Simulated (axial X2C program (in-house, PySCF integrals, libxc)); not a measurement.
## Spin–orbit effects down a group: molecules with Cu, PBE0

Computed with an axial X2C code built on PySCF integrals, spin-free (one-electron X2C) or two-component (2c: spin–orbit coupling with atomic mean-field Coulomb and Gaunt terms, which also bring small scalar terms), in Dyall basis sets with cores contracted in-house; open shells are unrestricted.

Basis sets: C dyall-v3z, Cu dyall-cv3z, Pb dyall-cv3z, Sn dyall-cv3z.

| molecule | spin-free state | Re (Å) | ωe (cm⁻¹) | De (eV) | 2c state | Re 2c (Å) | ωe 2c (cm⁻¹) | De 2c (eV) |
| --- | --- | --- | --- | --- | --- | --- | --- | --- |
| CuC | M_S = 3/2, Λ = 0 | 1.780 | 626.1 | 2.38 | Ω = 3/2 | 1.781 | 625.4 | 2.38 |
| CuSn | M_S = 1/2, Λ = 1 | 2.457 | 214.4 | 1.94 | Ω = 1/2 | 2.461 | 212.6 | n/a |
| CuPb | M_S = 1/2, Λ = 1 | 2.521 | 189.8 | 1.84 | Ω = 1/2 | 2.539 | 178.2 | 1.28 |

Each entry is the lowest single determinant of a limited PBE0 search at one distance. De goes to single-determinant-based atoms at the same level (for ions the charge split of lowest energy) and is withheld (n/a) where an atom does not fit its ground term or J level. Main or longest-lived isotopes. One determinant is a doubtful description, or other states lie close, for CuC; these need not be ground states, and all values refer to the states named. With several unpaired electrons the Ω given is that of one determinant, not necessarily of the lowest component. Some light 2c atoms are not at their ground J level, so De misses part of their lowering (0.04 eV or less). The functionals have no current term, which raises determinants with orbital currents.
